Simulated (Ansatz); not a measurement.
`C=NB(O)F`, relaxed with RKS PBE0-D4/def2-TZVP in Ansatz 0.2.0 from a PBE-D4/def2-SVP geometry. The force threshold is 0.005 eV/Å; the program also tests the step.

Total charge 0; spin multiplicity 1.

Start:

```xyz
8

C     0.685    1.314    0.027
N     0.080    0.331    0.545
B    -0.168   -1.039    0.211
O    -1.327   -1.471   -0.371
F     0.721   -1.977    0.578
H     0.721    2.300    0.546
H     1.216    1.277   -0.958
H    -1.928   -0.735   -0.578
```

Problem. By how much does the energy fall, and how many steps does the optimiser take? (Estimate.)

Solution. Ansatz gave: 0.90 kcal/mol, in 9 steps, 1 of them rejected.

Problem. Which bonds change most? (Estimate.)

Solution. Computed: C1–H7 from 1.120 to 1.099 Å; C1–H6 from 1.115 to 1.095 Å; C1–N2 from 1.265 to 1.251 Å; O4–H8 from 0.973 to 0.959 Å.

Problem. Give the relaxed structure. (Best estimate.)

Solution. Ansatz gave: 
```xyz
8

C     0.677    1.298    0.032
N     0.069    0.345    0.567
B    -0.163   -1.016    0.210
O    -1.305   -1.447   -0.382
F     0.726   -1.942    0.556
H     0.723    2.273    0.527
H     1.193    1.229   -0.936
H    -1.922   -0.738   -0.573
```
